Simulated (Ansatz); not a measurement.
Geometry optimisation, RKS BLYP/def2-SVP in Ansatz.

Input file:

```yaml
crystal:
  periodic: [false, false, false]
  atoms:
    - { symbol: B, position_ang: [-0.703446, -1.7406, -0.332359] }
    - { symbol: H, position_ang: [-1.130928, -0.653868, -0.479416] }
    - { symbol: F, position_ang: [-0.791312, -2.34319, 0.847017] }
    - { symbol: F, position_ang: [-0.224543, -2.419423, -1.366573] }
    - { symbol: H, position_ang: [1.275203, 0.287175, 0.321265] }
    - { symbol: F, position_ang: [1.648798, -0.555396, 0.289631] }
    - { symbol: H, position_ang: [-0.622013, 1.162773, -0.111439] }
    - { symbol: "N", position_ang: [-0.199057, 2.056004, 0.156815] }
    - { symbol: H, position_ang: [0.61201, 2.229735, -0.451161] }
    - { symbol: H, position_ang: [0.135187, 1.976691, 1.126219] }
basis:
  gaussian: { orbitals: def2-SVP }
hamiltonian:
  xc: blyp
relax:
  f_tol: 0.03
  max_steps: 50
```

Command:

```bash
$ ansatz run input.yaml --threads 2 --pin off --max-ram 3072MiB --backend cpu --events-out ev --progress --plain --runs-dir out
```

Task: Where does it end, and by what steps?

Result: The forces met the threshold. After 16 steps the energy has fallen by 0.915 eV; F6 moved furthest, 0.69 Å. Parted: H5–F6 (0.92 → 1.19 Å). Joined: B1–F6 (2.71 → 1.63 Å).

| step | energy less start (eV) | largest force component (eV/Å) | accepted |
| --- | --- | --- | --- |
| 0 | 0.0000 | 1.307 | yes |
| 1 | -0.0883 | 0.653 | yes |
| 2 | -0.0886 | 1.017 | yes |
| 3 | -0.1635 | 0.496 | yes |
| 4 | -0.2296 | 0.792 | yes |
| 5 | -0.3677 | 1.434 | yes |
| 6 | -0.5492 | 2.530 | yes |
| 7 | -0.8491 | 0.769 | yes |
| 8 | -0.8806 | 0.502 | yes |
| 9 | -0.8961 | 0.248 | yes |
| 10 | -0.9026 | 0.083 | yes |
| 11 | -0.9104 | 0.137 | yes |
| 12 | -0.9127 | 0.091 | yes |
| 13 | -0.9135 | 0.127 | yes |
| 14 | -0.9138 | 0.115 | yes |
| 15 | -0.9142 | 0.083 | yes |
| 16 | -0.9146 | 0.025 | yes |

```xyz
10
Properties=species:S:1:pos:R:3
B -0.350 -1.556 -0.247
H -1.143 -0.639 -0.549
F -0.654 -2.197 0.929
F -0.011 -2.380 -1.286
H 0.724 0.402 0.176
F 1.022 -0.745 0.087
H -0.738 1.395 -0.092
N 0.235 1.553 0.222
H 0.692 2.222 -0.415
H 0.221 1.946 1.174
```

Time of the run: 16 s on 2 threads of AMD EPYC 9R14 (Zen 4) (shared host), peak memory 0.14 GiB.
